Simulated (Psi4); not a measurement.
BaCl, doublet, at a GFN2-xTB geometry (such geometries of metal compounds can be far from the true shape) (the spin is typed, not shown lowest) (core potentials on Ba). Base run: Psi4 with M06-2X/def2-SVP.

Here is a job for Psi4.
```
memory 2 GB

molecule mol {
0 2
  Ba   -0.000000   -0.000000   -0.585540
  Cl    0.000000    0.000000    1.928839
}

set basis def2-svp
set reference uks

energy('m06-2x')
print_variables()
```

The base run was repeated with changes; each row names its change, and settings that it needs were set with it.

| change | basis functions | E (Eh) | dipole (D) |
|---|---|---|---|
| base | 48 | -485.49694 | 3.72 |
| basis = def2-SV(P) | 48 | -485.49694 | 3.72 |
| basis = def2-SVPD | … | … | … |
| basis = def2-TZVP | 77 | -485.67959 | 3.93 |
| basis = def2-TZVPP | 82 | -485.67964 | 3.93 |
| basis = def2-TZVPD | … | … | … |
| basis = def2-QZVP | 130 | -485.69780 | 3.75 |
| basis = def2-QZVPP | 130 | -485.69780 | 3.75 |

**Question.** Complete the blanks.

**Answer.** 
- basis = def2-SVPD, basis functions: 60
- basis = def2-SVPD, E (Eh): -485.50404
- basis = def2-SVPD, dipole (D): 3.84
- basis = def2-TZVPD, basis functions: 86
- basis = def2-TZVPD, E (Eh): -485.68065
- basis = def2-TZVPD, dipole (D): 3.86

Totals compare only among sets that treat the same electrons; sets with core potentials leave the core out.

Open shells are given as the SCF converged; they aren't shown to be the lowest states, and a large step between rows can be another state.
